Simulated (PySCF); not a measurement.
I4Sn, SMILES [I][Sn]([I])([I])[I] (B3LYP/def2-SVP optimised geometry):

```
5

I     -1.814     1.282     0.000
Sn    -0.907    -1.282     0.000
I     -1.814    -2.558     2.226
I      1.814    -1.282     0.000
I     -1.817    -2.565    -2.222
```

Method: B3LYP/def2-TZVP, def2 effective core potentials past Kr in PySCF 2.14.0.

Task: What are the frontier orbital energies and the dipole moment?

Result: HOMO-2 -7.67 eV, HOMO-1 -7.66 eV, HOMO -7.66 eV, LUMO -4.25 eV, LUMO+1 -1.40 eV; dipole moment 0.00 D.

On the same geometry PBE/def2-TZVP, def2 effective core potentials past Kr (PySCF) gives HOMO-2 -6.79 eV, HOMO-1 -6.79 eV, HOMO -6.78 eV, LUMO -4.66 eV, LUMO+1 -1.96 eV; dipole moment 0.00 D.
